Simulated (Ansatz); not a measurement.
The cluster SbAs₂. Total charge 0; doublet. Geometry r2SCAN-D4/def2-TZVP, that of the charge +1 singlet; atoms count from 1.

```tsv
atom	x (Å)	y (Å)	z (Å)
As1	-0.606	-0.449	-1.158
As2	0.541	-1.003	0.782
Sb3	0.065	1.452	0.376
```

In the def2 sets Sb takes a core potential; there is no spin–orbit coupling. The charge 0 doublet is spin-contaminated (final ⟨S²⟩ up to 0.83, 0.75 for a pure state). The structure comes from a short search, and lower isomers may exist.

(1) Estimate the Mulliken populations from the PBE0/def2-TZVP orbitals of Ansatz.

(2) Where does the spin sit?

(3) And the Mayer bond orders between bonded heavy atoms (over 0.3)?

## Answers

(1) 
| atom | charge (e) | spin (α − β) |
| --- | --- | --- |
| As1 | -0.04 | -0.35 |
| As2 | -0.10 | 0.51 |
| Sb3 | 0.13 | 0.84 |
Mulliken values and Mayer orders depend strongly on the basis.

(2) Summed by element: As 0.16, Sb 0.84, of 1 unpaired in all. Largest on single atoms: Sb3 0.84, As2 0.51, As1 -0.35.

(3) As1–As2 1.67 (2.32 Å); As1–Sb3 1.25 (2.53 Å); As2–Sb3 1.12 (2.53 Å).
